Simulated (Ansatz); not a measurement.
System: Cu$_{2}$I$_{4}$ (charge 0, triplet). The spin state was set by rule; other spins were not relaxed. 
Geometry from a B3LYP-D3(BJ)/def2-TZVP (Ansatz, a quantum-chemistry and plane-wave program) optimisation:
SMILES: [I][Cu]1[I][Cu]([I])[I]1
```xyz
6

Cu     1.6483    -0.2717    -0.0103
Cu    -1.6483     0.2716     0.0070
I      0.2793     1.9529    -0.0220
I     -0.2794    -1.9530     0.0071
I      4.0369     0.2243    -0.0187
I     -4.0368    -0.2242     0.0353
```
Charge 0, spin multiplicity 3.

Total electronic energies in hartree. Valence correlation only, unless marked. Open shells are spin-unrestricted. Spin-orbit coupling is left out. Frozen are the shells of the preceding noble gas and the d and f shells that filled before the atom's block. In def2 rows, elements after Kr have scalar-relativistic effective core potentials. 

The T1 diagnostic of CCSD in the largest basis is 0.077, which is high, so the coupled-cluster rows are less sure than usual.

| level | program | energy (Eh) |
|---|---|---|
| HF/def2-TZVPP | Ansatz | … |
| PBE-D3(BJ)/def2-TZVPD | Ansatz + dftd3 | … |
| r2SCANh-D4/def2-TZVPD | Ansatz + dftd4 | … |
| CAM-B3LYP-D3(BJ)/def2-TZVPD | Ansatz + dftd3 | -4472.31587 |
| CAM-B3LYP-D4/def2-TZVPD | Ansatz + dftd4 | -4472.31368 |
| CAM-B3LYP/def2-TZVPD | Ansatz | -4472.29759 |
| LC-wPBE-D4/def2-TZVPD | Ansatz + dftd4 | -4471.81468 |
| MP2/def2-TZVPP | Ansatz | -4466.20363 |

Question: Fill in the missing entries.

Answer: 
- HF/def2-TZVPP, energy (Eh): -4464.73420
- PBE-D3(BJ)/def2-TZVPD, energy (Eh): -4471.59187
- r2SCANh-D4/def2-TZVPD, energy (Eh): -4472.46991
